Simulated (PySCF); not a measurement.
CH6N2Si2, SMILES N#C[SiH2][SiH2]N (GFN2-xTB optimised geometry):

```
11

N      2.367     1.278     2.282
C      2.092     0.591     1.405
Si     1.522    -0.502     0.000
Si    -0.788    -0.502     0.000
N     -1.242     1.159     0.000
H      2.211     0.070    -1.162
H      2.150    -1.794     0.302
H     -1.377    -1.040    -1.231
H     -1.334    -1.296     1.119
H     -2.211     1.408    -0.116
H     -0.806     1.794     0.650
```

Calculation: B3LYP/def2-TZVP run with PySCF 2.14.0.

Problem. What are the frontier orbital energies and the dipole moment?

Solution. HOMO-2 -9.39 eV, HOMO-1 -8.80 eV, HOMO -7.56 eV, LUMO -1.21 eV, LUMO+1 -0.79 eV; dipole moment 3.54 D.

Meta-Löwdin charges at B3LYP/def2-TZVP: N1 -0.19, C2 -0.14, Si3 0.38, Si4 0.57, N5 -0.74, H6 -0.07, H7 -0.07, H8 -0.10, H9 -0.12, H10 0.24, H11 0.24.
